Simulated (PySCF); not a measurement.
C2H3BrCl2Si, SMILES C=C[Si](Cl)(Cl)Br. The structure is a stationary point at B3LYP-D3(BJ)/def2-SVP. Other conformers were not sampled.

Computed equilibrium geometry at B3LYP-D3(BJ)/def2-SVP (PySCF confirms it by a frequency run) as a Z-matrix, and its point group (one conformer of several):
point group Cs.
```
C
C 1 1.3384
H 2 1.0947 1 121.80
H 2 1.0951 3 116.62 1 -180.00
H 1 1.0979 2 119.53 3 -180.00
Si 1 1.8486 5 115.78 2 180.00
Cl 6 2.0649 1 109.94 5 -59.12
Cl 6 2.0649 1 109.94 5 59.12
Br 6 2.2257 1 111.22 5 180.00
```
